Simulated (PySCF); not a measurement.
Two species compared at the same levels of theory.

First species: C₆H₁₀OP₂.
Bonds: P1–C2, C2–C3, C3–P4, P4–C5, C5–C6 (aromatic), C6–C7 (aromatic), C7–O8 (aromatic), O8–C9 (aromatic), C5–C9 (aromatic). Hydrogens: H10, H11 on P1; H12, H13 on C2; H14, H15 on C3; H16 on P4; H17 on C6; H18 on C7; H19 on C9.

Second species: C6H10OP2.
InChI=1S/C6H10OP2/c1-9(5-8)6-3-2-4-7-6/h2-4H,5,8H2,1H3

Levels: B3LYP/def2-SVPD for dipole moment, HOMO energy, LUMO energy, HOMO–LUMO gap, static isotropic polarisability and electronic spatial extent ⟨r²⟩ about the centre of nuclear charge; TDDFT B3LYP/def2-SVPD for lowest singlet excitation; TDA B3LYP/def2-SVPD for lowest triplet excitation (Tamm–Dancoff); ΔSCF B3LYP/def2-SVPD for vertical ionisation energy; PBE0-D3(BJ)/def2-SVP for rotational constant A and rotational constant C. Geometries: PBE0-D3(BJ)/def2-SVP. Each structure is a single optimised conformer of the isolated species, non-relativistic unless stated; the electronic structure was computed with PySCF and density fitting.

Dipoles, sizes and rotational constants follow the conformer. The torsions of the flexible species, by atom-mapped SMILES:
- `[PH2:1][CH2:2][CH2:3][PH:4][c:5]1[cH:6][cH:7][o:8][cH:9]1`: P1–C2–C3–P4 65°, C2–C3–P4–C5 170°, C3–P4–C5–C6 91°, H–P1–C2–C3 45°, H–P1–C2–C3 -48°
- `[CH3:1][P:2]([CH2:3][PH2:4])[c:5]1[cH:6][cH:7][cH:8][o:9]1`: C1–P2–C3–P4 -172°, C1–P2–C5–C6 9°, H–P4–C3–P2 -42°, H–P4–C3–P2 52°

Values for the first species:

- Dipole moment: 1.58 D
- HOMO energy: -6.38 eV
- LUMO energy: -0.38 eV
- HOMO–LUMO gap: 6.00 eV
- Lowest singlet excitation: 5.41 eV
- Lowest triplet excitation (Tamm–Dancoff): 3.95 eV
- Static isotropic polarisability: 126.5 au
- Vertical ionisation energy: 8.16 eV
- Electronic spatial extent ⟨r²⟩ about the centre of nuclear charge: 2498 bohr²
- Rotational constant A: 3.876 GHz
- Rotational constant C: 0.429 GHz

Task: Estimate the same properties for the second species, and the change in each.

Result: 
```tsv
property	first	second	second less first
dipole moment	1.58 D	2.09 D	+0.51 D
HOMO energy	-6.38 eV	-6.19 eV	+0.19 eV
LUMO energy	-0.38 eV	-0.56 eV	-0.18 eV
HOMO–LUMO gap	6.00 eV	5.63 eV	-0.37 eV
lowest singlet excitation	5.41 eV	5.01 eV	-0.40 eV
lowest triplet excitation (Tamm–Dancoff)	3.95 eV	3.78 eV	-0.17 eV
static isotropic polarisability	126.5 au	127.2 au	+0.7 au
vertical ionisation energy	8.16 eV	7.99 eV	-0.17 eV
electronic spatial extent ⟨r²⟩ about the centre of nuclear charge	2498 bohr²	1805 bohr²	-693 bohr²
rotational constant A	3.876 GHz	1.548 GHz	-2.328 GHz
rotational constant C	0.429 GHz	0.643 GHz	+0.214 GHz
```

On the first: The vertical singlet–triplet gap S1 − T1 is 1.46 eV (TDDFT singlet less Tamm–Dancoff triplet; S1: HOMO→LUMO, weight 0.79; T1: HOMO→LUMO, weight 0.68). A dipole of 1.58 D is allowed in C1, and pure rotational transitions are dipole-allowed.

On the second: The polarisability is 18.85 Å³ as a volume (1 au = 0.148185 Å³), or 1.51 au for each of the 84 electrons. In wavenumbers S1 is 40400 cm⁻¹ (1 eV = 8065.54 cm⁻¹).
